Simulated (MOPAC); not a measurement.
MOPAC input (PM7):

```
PM7 PRECISE GNORM=0.05 LET XYZ GEO-OK AUX(PRECISION=9) THREADS=1
C3H8Si

C    -2.15174800 1    0.12813000 1    0.68086100 1
C    -1.01383500 1   -0.55339500 1    0.60937100 1
C    -0.10382800 1   -0.60094000 1   -0.57563800 1
Si    1.45351100 1    0.43816600 1   -0.30413100 1
H    -2.74689300 1    0.14149500 1    1.58436100 1
H    -2.52779300 1    0.69577200 1   -0.16304800 1
H    -0.67801000 1   -1.10305300 1    1.48491800 1
H     0.21328300 1   -1.62836800 1   -0.77995700 1
H    -0.61057700 1   -0.23229800 1   -1.47131600 1
H     1.09012100 1    1.86874400 1   -0.18011900 1
H     2.13799000 1    0.00871100 1    0.93934900 1
H     2.38918200 1    0.27190800 1   -1.44392800 1
```

From the output:

```
                                                       MOPAC v23.2.5 Linux

          FINAL HEAT OF FORMATION =          9.86668 KCAL/MOL =      41.28218 KJ/MOL

          COSMO AREA              =        128.83 SQUARE ANGSTROMS
          COSMO VOLUME            =        120.15 CUBIC ANGSTROMS

          GRADIENT NORM           =          0.04624          =       0.01335 PER ATOM
          IONIZATION POTENTIAL    =          9.828968 EV
          HOMO LUMO ENERGIES (EV) =         -9.829  0.950
          NO. OF FILLED LEVELS    =         12
          MOLECULAR WEIGHT        =         72.1817         POINT GROUP:  C1

          MOLECULAR DIMENSIONS (Angstroms)

            Atom       Atom       Distance
            H    12    H     5     5.84343
            H     8    H    10     3.64250
            H    11    H     6     3.28110

          SCF CALCULATIONS        =         52

   ATOM   CHEMICAL          X               Y               Z
  NUMBER   SYMBOL      (ANGSTROMS)     (ANGSTROMS)     (ANGSTROMS)

     1       C         -2.08237588  *   0.18203770  *   0.67032079  *
     2       C         -0.99570143  *  -0.59244524  *   0.60903146  *
     3       C         -0.07661394  *  -0.64278043  *  -0.56478896  *
     4      Si          1.40072337  *   0.46046833  *  -0.29106907  *
     5       H         -2.74793479  *   0.20027644  *   1.51827054  *
     6       H         -2.39387172  *   0.85487416  *  -0.11168190  *
     7       H         -0.75030426  *  -1.26975242  *   1.43493078  *
     8       H          0.25472485  *  -1.69529457  *  -0.75239983  *
     9       H         -0.60982629  *  -0.34119513  *  -1.50216097  *
    10       H          0.98556346  *   1.84751860  *  -0.15502421  *
    11       H          2.12008975  *   0.05370258  *   0.90552503  *
    12       H          2.29149372  *   0.34820000  *  -1.43604425  *

                             CARTESIAN COORDINATES

   1    C       -2.082375880     0.182037703     0.670320786
   2    C       -0.995701430    -0.592445244     0.609031460
   3    C       -0.076613936    -0.642780434    -0.564788965
   4   Si        1.400723372     0.460468325    -0.291069072
   5    H       -2.747934794     0.200276436     1.518270542
   6    H       -2.393871720     0.854874160    -0.111681896
   7    H       -0.750304261    -1.269752422     1.434930775
   8    H        0.254724852    -1.695294569    -0.752399831
   9    H       -0.609826292    -0.341195132    -1.502160971
  10    H        0.985563464     1.847518597    -0.155024210
  11    H        2.120089747     0.053702581     0.905525032
  12    H        2.291493723     0.348199998    -1.436044253

           Empirical Formula: C3 H8 Si  =    12 atoms

      MOLECULAR POINT GROUP   :   C1

                  EIGENVALUES
 -28.31946 -24.02293 -19.36599 -17.42151 -16.15168 -14.75500 -13.36555 -12.75659
 -12.44436 -12.09698 -11.80784  -9.82897   0.95048   1.88440   2.66861   2.67962
   4.38755   5.16434   5.78729   6.03773   6.25933   6.50273   6.74090   8.22356
  21.13404  21.20999  21.93012  22.05004  22.39088

              NET ATOMIC CHARGES AND DIPOLE CONTRIBUTIONS

  ATOM NO.   TYPE          CHARGE      No. of ELECS.   s-Pop       p-Pop       d-Pop
    1          C          -0.358987        4.3590     1.09123     3.26776
    2          C          -0.068871        4.0689     1.08160     2.98727
    3          C          -0.486970        4.4870     1.05587     3.43110
    4         Si           0.045986        3.9540     0.89677     2.91518     0.14206
    5          H           0.145607        0.8544     0.85439
    6          H           0.145959        0.8540     0.85404
    7          H           0.138788        0.8612     0.86121
    8          H           0.172515        0.8275     0.82749
    9          H           0.175461        0.8245     0.82454
   10          H           0.031751        0.9682     0.96825
   11          H           0.029981        0.9700     0.97002
   12          H           0.028781        0.9712     0.97122
 DIPOLE           X         Y         Z       TOTAL
 POINT-CHG.     0.778     0.026    -0.142     0.791
 HYBRID        -0.684    -0.458    -0.162     0.839
 SUM            0.094    -0.432    -0.304     0.537

          ATOMIC ORBITAL ELECTRON POPULATIONS

     Atom    s        px        py        pz      x^2-y^2     xz        z^2       yz        xy
    1  C   1.09123   1.05247   1.07538   1.13991
    2  C   1.08160   0.96668   1.00450   1.01609
    3  C   1.05587   1.15313   1.18226   1.09570
    4 Si   0.89677   0.90548   0.97457   1.03513   0.03570   0.04510   0.02345   0.00897   0.02885
    5  H   0.85439
    6  H   0.85404
    7  H   0.86121
    8  H   0.82749
    9  H   0.82454
   10  H   0.96825
   11  H   0.97002
   12  H   0.97122

 **********************
 *                    *
 * JOB ENDED NORMALLY *
 *                    *
 **********************

 == MOPAC DONE ==
```

The geometry given is a B3LYP-D3(BJ)/def2-TZVP minimum.
